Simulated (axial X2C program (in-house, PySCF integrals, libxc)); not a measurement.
LiCu⁻: from the spin-free to the two-component result

Computed with an axial X2C code built on PySCF integrals. Spin-free means the one-electron spin-free X2C Hamiltonian; two-component (2c) means X2C with spin–orbit coupling and atomic mean-field two-electron Coulomb and Gaunt terms, so the difference of the two also holds small scalar two-electron terms. Basis: Cu dyall-acv3z [10s10p7d4f2g], Li dyall-av3z [9s9p3d] (cores contracted in-house); Gaussian nuclei, density fitting, unrestricted open shells. Masses: Cu 62.930 u, Li 7.016 u.

Spin-free state: M_S = 1/2, Λ = 0 (beyond evenly filled blocks: σα); fragments Cu- + Li.

| level | Re (Å) | ωe (cm⁻¹) | De (eV) | μ (D) |
| --- | --- | --- | --- | --- |
| PBE0 | 2.459 | 282.3 | 1.188 | -10.74 |
| HF | 2.807 | 193.4 | 0.802 | -8.84 |
| CCSD | 2.466 | 283.6 | 1.116 | n/a |
| CCSD(T) | 2.432 | 301.0 | n/a | n/a |
| B97-3 | 2.488 | 264.4 | 1.065 | -12.10 |

Correlated methods: 13 electrons correlated (number of frozen shells: Cu 3 s, 2 p; Li 1 s), 271 virtual spin orbitals or spinors in MP2, 90 natural virtuals in coupled cluster.

Dipoles are positive if Li is the positive end and refer to the centre of mass.

Two-component determinant lowest at the distance of the search:

Ω = 1/2 (⟨Sz⟩ = 0.50, ⟨Lz⟩ = 0.00 at HF); fragments Cu- + Li.

```
  level  Re (Å)  ωe (cm⁻¹)  De (eV)   μ (D)
   PBE0   2.459      282.1    1.188  -10.75
     HF   2.808      193.3    0.801   -8.84
   CCSD   2.466      283.2    1.117     n/a
CCSD(T)   2.432      300.4      n/a     n/a
  B97-3   2.488      264.2    1.064  -12.11
```

Problem. From the two tables, how do the constants change at the CCSD(T) level (2c against spin-free)?

Solution. At the CCSD(T) level Re is unchanged within 0.001 Å and ωe falls by 0.6 cm⁻¹.

Occupations by symmetry block were frozen at the best pattern of an incomplete PBE0 search. De is counted from the lowest determinant-based energies of the atoms at the same level, without counterpoise correction. De is not given where an atomic determinant may have missed its ground term or J level, or where the truncated virtual space spoils (T). Density functionals use the spin component along the axis (collinear). CCSD and (T) use frozen natural virtuals with an MP2 correction for the truncation; (T) itself is uncorrected, so its De runs slightly low. The highest occupied level of some functionals is positive through self-interaction error; at Hartree–Fock it is bound. The determinant is spin-polarised beyond a pure state at some levels (its spin-free form has ⟨S²⟩ too high), which makes Re and μ there less reliable. The T1 diagnostic is large, a sign of multireference character. The stretched end of a curve changes character and is left out. Hartree–Fock gets electron affinities wrong, so its lowest charge split need not be the true one.
